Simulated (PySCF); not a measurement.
A database entry of computed molecular properties. Lists by class give the value and the number of equivalent atoms.

```json
{
 "formula": "C4H12Ge",
 "smiles": "C[CH2][GeH]([CH3])[CH3]",
 "inchi": "InChI=1S/C4H12Ge/c1-4-5(2)3/h5H,4H2,1-3H3",
 "charge": 0,
 "multiplicity": 1,
 "geometry_level": "PBE0-D3(BJ)/def2-SVP",
 "electronic_structure_code": "PySCF",
 "results": {
  "PBE0-D3(BJ)/def2-SVP geometry optimisation, gas phase": {
   "rotational_constants_GHz": [3.803, 2.394, 1.99]
  },
  "CAM-B3LYP/def2-SVPD ground state, ΔSCF and vertical TDDFT (core frozen in the response)": {
   "dipole_D": 0.47,
   "homo_eV": -9.16,
   "lumo_eV": 1.15,
   "S1_eV": 7.49,
   "T1_tda_eV": 7.31,
   "polarisability_au": 81.1,
   "vertical_ip_eV": 9.88,
   "r2_bohr2_about_centre_of_nuclear_charge": 777.4,
   "singlets_eV_and_f": [
    [7.49, 0.021],
    [7.89, 0.068],
    [8.14, 0.002],
    [8.17, 0.008],
    [8.28, 0.055],
    [8.46, 0.056],
    [8.6, 0.04],
    [8.69, 0.003],
    [8.74, 0.094],
    [8.77, 0.097]
   ],
   "triplets_tda_eV": [7.31, 7.66, 7.82, 7.96]
  },
  "B3LYP/pcSseg-1 ground state and GIAO shieldings, non-relativistic": {
   "shift_vs_computed_TMS_C_by_class_ppm": [
    [10.8, 1],
    [10.3, 1],
    [-5.6, 2]
   ],
   "shift_vs_computed_TMS_H_by_class_ppm": [
    [4.15, 1],
    [1.06, 3],
    [0.71, 2],
    [0.16, 6]
   ],
   "shielding_other_nuclei_by_class_ppm": [
    ["Ge", 1348.9, 1]
   ]
  },
  "B3LYP/pcJ-1 Ge:pcSseg-1 indirect spin-spin coupling, non-relativistic, gas phase; spin–dipole term left out": {
   "largest_one_bond_couplings_by_class_Hz": [
    ["13C–1H", 134.2, 6],
    ["13C–1H", 132.5, 2],
    ["13C–1H", 132.3, 3],
    ["13C–13C", 35.6, 1]
   ]
  },
  "delta-SCF UKS SCAN, pcX-2 on the ionised atom, pcseg-1 elsewhere, spin-free X2C": {
   "core_binding_eV": [
    ["C1s", 289.91, 1],
    ["C1s", 289.92, 2],
    ["C1s", 290.53, 1]
   ]
  }
 }
}
```

In atomic units the dipole is 0.18 e·bohr (1 au = 2.5417 D). The ΔSCF ionisation energy exceeds −ε(HOMO) by 0.72 eV with CAM-B3LYP. The rotational constants make it an asymmetric top with κ = (2B − A − C)/(A − C) = -0.55, nearer the prolate limit (−1). The vertical singlet–triplet gap S1 − T1 is 0.18 eV (TDDFT singlet less Tamm–Dancoff triplet; S1: HOMO→LUMO, weight 0.87; T1: HOMO→LUMO, weight 0.79).

One conformer (not necessarily the lowest) at the PBE0-D3(BJ)/def2-SVP geometry, without solvent or vibrations. The calculation (core ionisation apart) is non-relativistic and has no spin–orbit coupling, an omission that weighs most on germanium. Atoms bound to Ge lack the heavy atom's spin–orbit term in their shielding, so their NMR values are less reliable. NMR classes are plain means over equivalent atoms (diastereotopic ones count apart unless rotation or inversion swaps them), as if these changed places fast; in this geometry the members of some classes differ.

For the NMR shielding job (B3LYP/pcSseg-1), hardware: one thread, Arm Neoverse V2, no GPU (shared host). Cost: 16 s of wall time.

Shape of the structure used: `[CH3:1][CH2:2][GeH:3]([CH3:4])[CH3:5]`: C1–C2–Ge3–C4 63°.
